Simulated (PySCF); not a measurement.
Input file for PySCF: R-BP86/6-31G* on N4 (a complex), monomers drawn apart or pushed together.

```python
from pyscf import gto, scf, dft, mp
from pyscf.data.elements import chemcore

mol = gto.M(
    atom='''
    N    -0.38463901   -0.10116271   -0.56541468
    N     0.45101972    0.14816541    0.08987410
    N    -0.42485610   -0.19770445    2.97392898
    N     0.36997077    0.15884137    3.63047096
    ''',
    basis='6-31g*',
    cart=True,
    charge=0, spin=0, verbose=3, max_memory=1800)
mf = dft.RKS(mol, xc='b88,p86')
mf.conv_tol = 1e-8
mf.max_cycle = 100
mf.kernel()
if not mf.converged:
    mf = mf.newton().run(mf.mo_coeff, mf.mo_occ)
```

Output:

```
converged SCF energy = -219.048311298553
```

The calculation finished and met its thresholds.

Cost: very roughly 2.0 core-seconds.
